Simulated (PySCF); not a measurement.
**Adding and removing an electron: CsH**

RHF-CCSD(T); Cs def2-SVPD with ECP46, H def2-SVPD; scalar-relativistic core potentials (PySCF 2.14). Neutral (RHF): singlet (closed shell), Re = 2.631 Å, ωe = 843 cm⁻¹, De = 1.56 eV.

CsH⁺ (UHF): doublet (σ ↑), Re = 3.524 Å, ωe = 184 cm⁻¹, De = 0.03 eV to Cs⁺ + H. The energies at the minima are -20.45662 hartree for CsH and -20.26190 for CsH⁺.

Q: Work out the adiabatic ionisation energy, without and with harmonic zero-point energies (1 hartree = 27.2114 eV, 1 eV = 8065.5 cm⁻¹), and the change of the bond length.

A: At CCSD(T): 0.19472 hartree = 5.299 eV between the minima; the zero-point term (184.0 − 843.0)/2 cm⁻¹ = -0.041 eV makes it 5.258 eV. Re changes by +89.3 pm against the neutral. The electron leaves a σ orbital, and the ion is left as a loose complex of an ion and an atom.

Correlated steps freeze no core orbitals. Weak bonds: CsH⁺. Basis-set superposition, not corrected here, can be much of De in a small basis, most of all at correlated wavefunction levels. Spin–orbit coupling is left out. For an ion De counts to the pair picked by the measured ionisation energies or electron affinities, which need not be the lowest pair at this level. Where the molecule has an RHF reference, its open-shell atoms are computed with UHF. The CCSD T1 diagnostic is raised in CsH, a sign that a single reference may not be enough there. States were picked by a PBE0 search and need not be the measured ground states.

Neutral and ion stand on different kinds of reference determinant, which adds to the error of the difference.
